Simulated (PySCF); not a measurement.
BH6NO2Si, SMILES OB(O)[SiH2]N.

Geometry: B3LYP-D3(BJ)/def2-SVP. This is a generated structure with no PubChem entry under its InChIKey; it may be hypothetical. The values are those of a single conformer.

Calculation: PBE/def2-TZVP (PySCF).

Isolated molecule, no solvent.

```json
{
 "total_energy": "-522.96763 hartree",
 "highest_occupied_level": "-6.21 eV",
 "lowest_empty_level": "-1.10 eV",
 "orbital_gap": "5.11 eV",
 "dipole_moment": "1.81 D",
 "quadrupole, principal values (traceless, Buckingham form, about the centre of nuclear charge)": "-8.17, -0.93, 9.10 D·Å",
 "mean_static_polarisability": "59.6 bohr³ (8.83 Å³)",
 "polarisability_principal_values": "48.4, 61.0, 69.3 bohr³"
}
```
